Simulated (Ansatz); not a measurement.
`BC(=C)Cl` + `[SiH3][SiH2]Cl` → `B[SiH]([SiH3])Cl` + `C=CCl` at 500 K and 1 bar (formal exchange of groups at a B–C bond).

Computed with Ansatz on PBE0-D4/def2-TZVP structures; ΔE is electronic, products minus reactants. CBS: MP2 limit from def2 TZ/QZ plus the TZ coupled-cluster correction, frozen cores. This one scheme is used for every species.

```
           species  CCSD(T)/CBS energy (Eh)  H − E (kJ/mol)  S (J/(mol·K))
        `BC(=C)Cl`               -563.04034           175.6          343.7
  `[SiH3][SiH2]Cl`              -1040.97629           152.8          377.4
`B[SiH]([SiH3])Cl`              -1066.34213           196.0          436.4
           `C=CCl`               -537.65823           136.9          295.8
```

H − E and S are ideal-gas, rigid-rotor, harmonic terms from PBE0-D4/def2-TZVP, for one conformer and one mirror image of each species. 1 Eh = 2625.50 kJ/mol, R = 8.31446 J/(mol·K).

Task: By hand: ΔE, ΔH, ΔS and ΔG.

Result: ΔE = (-1066.34213) + (-537.65823) − (-563.04034) − (-1040.97629) = 0.01627 Eh = 42.7 kJ/mol. Δ(H − E) = 196.0 + 136.9 − 175.6 − 152.8 = 4.5, so ΔH = 47.2 kJ/mol. ΔS = 436.4 + 295.8 − 343.7 − 377.4 = 11.1 J/(mol·K). ΔG = 47.2 − 500 × (11.1)/1000 = 41.7 kJ/mol.

Task: By hand: the equilibrium constant, and the temperature at which ΔG would vanish if ΔH and ΔS stayed fixed.

Result: log₁₀ K = −ΔG/(RT ln 10) = -4.4. ΔG = 0 at ΔH/ΔS = 4252 K, far beyond where these terms or the molecules hold.

The number of gas molecules stays the same, so ΔS is small and ΔH decides. A doubt of 5 kJ/mol in ΔE shifts log₁₀ K by 0.5 here. Other conformers and mirror images would add mixing entropy, several J/(mol·K) or more a flexible species. These are equilibria of isolated gas molecules and say nothing of rates. Largest T1 diagnostic: 0.012 (customary marks: 0.02 for closed shells, 0.045 for open ones).
